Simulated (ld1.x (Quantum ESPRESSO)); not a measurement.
# Pseudopotential generation for scandium (Sc): PAW, BLYP, scalar-relativistic.

ld1.x (Quantum ESPRESSO) 7.5 was run on this input:

```
&input
   title='Sc', zed=21., rel=1, dft='BLYP', iswitch=3,
   config='[Ar] 3d1 4s2 4p0',
   nld=3, rlderiv=5.00, eminld=-2.0, emaxld=5.0, deld=0.02
 /
 &inputp
   pseudotype=3, lpaw=.true., tm=.true., lloc=-1, rcloc=4.40,
   nlcc=.true., new_core_ps=.true.,
   which_augfun='BESSEL', rmatch_augfun=0.80,
   file_pseudopw='Sc.UPF', file_wfcaegen='ae.wfc', file_wfcncgen='nc.wfc', file_beta='beta', file_chi='chi', file_wfcusgen='us.wfc'
 /
6
4S  1  0   2.00   0.00  1.85  2.60  0.0
4S  1  0   0.00   0.35  1.85  2.60  0.0
4P  2  1   0.00   0.00  4.35  4.60  0.0
4P  2  1   0.00   5.15  4.35  4.60  0.0
3D  3  2   1.00   0.00  1.10  1.35  0.0
3D  3  2   0.00   2.60  1.10  1.35  0.0
 &test
   configts(1)='3d1 4s2 4p0'
 /
```

Command:

```bash
ld1.x < Sc.in > Sc.out
```

Resulting log (shortened: banner, matrices, multipoles, cross overlaps and the repeated all-electron block are left out):

```
[... start of the log left out ...]
     s(3S/3S) =  1.000000  <r> =   1.0750  <r2> =    1.3346  r(max) =   0.9213
     s(3P/3P) =  1.000000  <r> =   1.1696  <r2> =    1.6151  r(max) =   0.9685
     s(3D/3D) =  1.000000  <r> =   1.8681  <r2> =    4.8117  r(max) =   1.0974
     s(4S/4S) =  1.000000  <r> =   3.7094  <r2> =   15.8955  r(max) =   3.0587
     s(4P/4P) =  1.000000  <r> =   5.2064  <r2> =   32.0724  r(max) =   4.0775

     ------------------------ End of All-electron run ------------------------

     --------------------- Generating PAW atomic setup --------------------

      Generating local potential from pseudized AE potential:
      Matching radius rcloc =   4.4000

      Local pseudo, rcloc= 4.395 Estimated cut-off energy=     3.30 Ry

      Computing core charge for nlcc:

       r > 2.00 : true rho core
      Core charge pseudized with two Bessel functions
      Integrated core pseudo-charge :   6.48
      Wfc-us  4S rcutus= 2.600  Estimated cut-off energy=    17.87 Ry
      Wfc-us  4S rcutus= 2.600  Estimated cut-off energy=     7.03 Ry
      Wfc-us  4P rcutus= 4.620  Estimated cut-off energy=     3.57 Ry
      Wfc-us  4P rcutus= 4.620  Estimated cut-off energy=     4.64 Ry
      Wfc-us  3D rcutus= 1.357  Estimated cut-off energy=    60.87 Ry
      Wfc-us  3D rcutus= 1.357  Estimated cut-off energy=    79.00 Ry

     Required augmentation: BESSEL   radius:    0.800000
     Suggested rho cutoff for augmentation: 154.01 Ry

 %%%%%%%%%%%%%%%%%%%%%%%%%%%%%%%%%%%%%%%%%%%%%%%%%%%%%%%%%%%%%%%%%%%%%%%%%%%%%%
     Error in routine new_paw_hamiltonian (1):
     negative rho
 %%%%%%%%%%%%%%%%%%%%%%%%%%%%%%%%%%%%%%%%%%%%%%%%%%%%%%%%%%%%%%%%%%%%%%%%%%%%%%

     stopping ...
```

The run stopped because the spherical valence density built from the smooth waves and the augmentation charge turned negative at some radius.

The run took about 0.13 s on one core of a shared server CPU.
